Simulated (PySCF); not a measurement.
FeO₄, multiplicity 1. Atoms are numbered in the order given.

```xyz
5

Fe     0.0000     0.0000     0.0000
O     -0.8969     0.8969    -0.8969
O      0.8969     0.8969     0.8969
O      0.8969    -0.8969    -0.8969
O     -0.8969    -0.8969     0.8969
```

Coordinates come from a PBE0-D3(BJ)/def2-SVP optimisation. The spin state was assumed, not searched.

Method: PBE0-D3(BJ)/def2-SVP in PySCF.

Frequencies are harmonic and unscaled.

Modes within 1.5 cm⁻¹ of each other (mostly degenerate sets) share a row, with their intensities summed.

```json
[
 {"mode": "1–2", "ν (cm⁻¹)": "400", "IR (km/mol)": "0.0", "Raman (Å⁴/amu)": "13.6", "depolarisation": "0.75", "moving atoms (share of kinetic energy)": "O 100 %"},
 {"mode": "3–5", "ν (cm⁻¹)": "448", "IR (km/mol)": "5.7", "Raman (Å⁴/amu)": "10.3", "depolarisation": "0.75", "moving atoms (share of kinetic energy)": "O 76 %, Fe 24 %"},
 {"mode": "6", "ν (cm⁻¹)": "967", "IR (km/mol)": "0.0", "Raman (Å⁴/amu)": "25.0", "depolarisation": "0.00", "moving atoms (share of kinetic energy)": "O 100 %"},
 {"mode": "7–9", "ν (cm⁻¹)": "1029", "IR (km/mol)": "286.0", "Raman (Å⁴/amu)": "32.4", "depolarisation": "0.75", "moving atoms (share of kinetic energy)": "O 70 %, Fe 30 %"}
]
```
